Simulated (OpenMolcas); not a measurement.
# Xe VII: effect of the basis set

| Property | Result |
| --- | --- |
| Program | OpenMolcas 26.06 |
| Method | SS-CASPT2, IPEA 0.25 Eh, imaginary shift 0.1 Eh (closed shells correlated: 4d) |
| Active space | 2 electrons in 4 orbitals (5s 5p) |
| State averaging | 2S+1 = 3 even, 3 roots; 2S+1 = 1 even, 7 roots; 2S+1 = 3 odd, 3 roots; 2S+1 = 1 odd, 3 roots |
| Spin-orbit coupling | RASSI with atomic mean-field integrals over the reference wave functions, term energies averaged over their components |

A. ANO-RCC-VDZP [6s5p3d1f], DKH2, point nucleus; CASPT2 step roughly 2.1 core-seconds
B. ANO-R1 [6s5p3d1f], X2C, finite nucleus; CASPT2 step about 2.1 core-seconds
C. ANO-R2 [7s6p4d2f1g], X2C, finite nucleus; CASPT2 step of the order of 1.7 core-seconds
D. ANO-RCC-VTZP [7s6p4d2f1g], DKH2, point nucleus; CASPT2 step of the order of 3 core-seconds
E. ANO-RCC-VQZP [8s7p5d3f2g], DKH2, point nucleus; CASPT2 step roughly 4 core-seconds
F. ANO-R3 [8s7p5d4f3g2h], X2C, finite nucleus; CASPT2 step roughly 16 core-seconds

Energies in cm⁻¹ above 5s² ¹S₀, the measured ground level; measured values from Saloman, J. Phys. Chem. Ref. Data 33, 765 (2004).

```json
{"Level": "5s² ¹S₀", "A": "0.0", "B": "0.0", "C": "0.0", "D": "0.0", "E": "0.0", "F": "0.0", "Measured": "0.0"}
{"Level": "5s 5p ³P°₀", "A": "95680", "B": "88230", "C": "96350", "D": "96760", "E": "97060", "F": "97680", "Measured": "96141"}
{"Level": "5s 5p ³P°₁", "A": "99900", "B": "92280", "C": "100320", "D": "100740", "E": "100880", "F": "101460", "Measured": "100451"}
{"Level": "5s 5p ³P°₂", "A": "112740", "B": "104570", "C": "112100", "D": "112470", "E": "112140", "F": "112670", "Measured": "113676"}
{"Level": "5s 5p ¹P°₁", "A": "142250", "B": "134530", "C": "140220", "D": "141280", "E": "140620", "F": "140510", "Measured": "143259"}
{"Level": "5p² ³P₀", "A": "223240", "B": "206920", "C": "223810", "D": "225170", "E": "225300", "F": "226090", "Measured": "223673"}
{"Level": "5p² ³P₁", "A": "233700", "B": "216830", "C": "233470", "D": "234760", "E": "234540", "F": "235330", "Measured": "234685"}
{"Level": "5p² ¹S₀", "A": "277010", "B": "260080", "C": "272670", "D": "274350", "E": "272950", "F": "272900", "Measured": "273208"}
```

Deviations, from unrounded energies. A percentage is the sum of absolute deviations over the sum of measured energies, with the sign that they share, or ± where signs differ.

| Against measurement | Levels | A | B | C | D | E | F |
| --- | --- | --- | --- | --- | --- | --- | --- |
| mean absolute deviation (cm-1) | 7 | 1200 | 12000 | 980 | 970 | 1100 | 1400 |
| other configurations (%) | 7 | ±0.7 | -6.9 | ±0.6 | ±0.6 | ±0.6 | ±0.8 |

C, D lie about equally close to measurement and B furthest from it. The largest miss of D in the table is 5s 5p ¹P°₁, by -2000 cm-1. The ranking rests on the paired levels alone, and a cruder setting can come out closer through cancelling errors.

Among A to F the level of the table that moves most is 5p² ³P₀, by 19000 cm-1 (lowest in B, highest in F). Moves below CASPT2's spread within the term are not significant.

Over all roots computed the reference weight is 0.90 to 0.95 in C, 0.90 to 0.96 in D, 0.90 to 0.95 in E, 0.90 to 0.95 in F; the roots of lowest weight are the least certain, and an intruder state may touch them. The ¹D term of p² mixes with s d, which this space lacks. The basis is small and was not contracted for so high a charge (holds for A; B). Measured partners are found by configuration, term and J. A level has none where our copy of the source lacks it or the pairing is in doubt (some pairs that miss far off the trend of their configuration count as doubtful), and it then counts in no deviation. Levels of configurations outside the active space are missing. Levels that lie high or do not pair safely by name in every column are left out.

° marks odd parity.
